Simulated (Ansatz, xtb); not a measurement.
**Relative energy of two structures of CHS2Si+**

Structure a: `S=[SiH]C#[S+]`, a singlet. Structure b: a singlet given by its coordinates. Both are isolated ions in the gas phase, relaxed with B3LYP-D3(BJ)/def2-SVP.

a (Å):

```yaml
atoms:
  - { symbol: C, position_ang: [-1.8381, -0.0398, -0.9617] }
  - { symbol: S, position_ang: [-2.2793, 2.9767, -0.4996] }
  - { symbol: S, position_ang: [-1.4331, -0.8626, -2.1569] }
  - { symbol: Si, position_ang: [-2.3203, 1.2253, 0.3487] }
  - { symbol: H, position_ang: [-2.5992, 0.5882, 1.6488] }
```

b (Å):

```yaml
atoms:
  - { symbol: C, position_ang: [-2.3084, 0.5645, -0.2807] }
  - { symbol: S, position_ang: [-2.3343, 1.9740, 0.6002] }
  - { symbol: S, position_ang: [-1.3513, -0.1433, -1.4760] }
  - { symbol: Si, position_ang: [-3.1715, -1.1006, -0.6092] }
  - { symbol: H, position_ang: [-1.2251, 2.5879, 0.0912] }
```

Close contacts (Å): C1–S2 1.66, C1–S3 1.69, C1–Si4 1.90, S3–Si4 2.23, S2–H5 1.37.

Question: Estimate E(b) − E(a) at the level CCSD(T)/def2-TZVP.

Answer: Calculated at CCSD(T)/def2-TZVP: E(b) − E(a) = −9.9 kcal/mol, so structure b lies lower.

How the difference moves with the method:

| level | geometry | E(b) − E(a) (kcal/mol) | departure from the last row (kcal/mol) | job, with rough time for the two |
| --- | --- | --- | --- | --- |
| GFN2-xTB | GFN2-xTB | +7.4 | +17.2 | optimisation, 0.58 s |
| HF/STO-3G | GFN2-xTB | −41.7 | −31.9 | single point, 1.8 s |
| r2SCAN-D4/def2-SVP | GFN2-xTB | −12.7 | −2.9 | single point, 6.9 s |
| B3LYP-D3(BJ)/def2-SVP | B3LYP-D3(BJ)/def2-SVP | −13.9 | −4.0 | optimisation, 63 s |
| HF/def2-TZVP | B3LYP-D3(BJ)/def2-SVP | −14.0 | −4.1 | part of the CCSD(T) run |
| MP2/def2-TZVP | B3LYP-D3(BJ)/def2-SVP | −7.2 | +2.6 | part of the CCSD(T) run |
| CCSD(T)/def2-TZVP | B3LYP-D3(BJ)/def2-SVP | −9.9 |  | single point, 1.7 min |

GFN2-xTB puts the two in the other order. The largest departure from CCSD(T)/def2-TZVP is that of HF/STO-3G, 31.9 kcal/mol.

With harmonic frequencies from B3LYP-D3(BJ)/def2-SVP (ideal gas, rigid rotor, one conformer each, 298.15 K, 1 atm): the zero-point term adds +0.8 kcal/mol; ΔH is −9.4 and ΔG −8.5 kcal/mol.

The T1 diagnostic of structures a and b is large, so the coupled-cluster value is less sure. The correlated steps freeze 16 core orbitals. Run with Ansatz 0.2.0, xtb 6.7.1; the last row on 1 thread of Intel(R) Xeon(R) Processor @ 2.50GHz (Skylake/Cascade Lake) on a shared host.
